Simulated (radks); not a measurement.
Spherical quantum dot in the effective-mass picture: electrons in a hard-walled sphere of radius 3.41, all in effective atomic units (hartree* = m*/eps^2 hartree, bohr* = eps/m* bohr), one dielectric constant everywhere. Calculated with a radial shooting solver with Libxc functionals: non-relativistic Kohn-Sham, LDA (Slater exchange, Perdew-Wang correlation), spin-polarised, spherical densities. Levels are named by radial order and angular momentum (1s, 1p, 1d, 2s, ...), and open shells are averaged over m.

N = 23, configuration 1s2 1p6 1d10 1f(up 5, down 0). This is the lowest configuration that the search found. Occupied and some empty levels:

level    occupation  eigenvalue (hartree*)  <r> (bohr*)
1s up             1                 9.0036        2.278
1s down           1                 9.0638        2.263
1p up             3                 9.2336        2.374
1p down           3                 9.2979        2.367
1d up             5                 9.6264        2.455
1d down           5                 9.6937        2.451
1f up             5                 10.161        2.521
1f down           0                 10.231        2.519
2s up             0                 10.504        1.528
2s down           0                 10.527        1.530
1g up             0                 10.826        2.577
1g down           0                 10.897        2.576
2p up             0                 11.256        1.784
2p down           0                 11.288        1.782
2d up             0                 12.145        1.947
2d down           0                 12.183        1.944

Energy (hartree*): total 124.242, kinetic 35.151, external 0, Hartree 100.30, exchange-correlation -11.207.
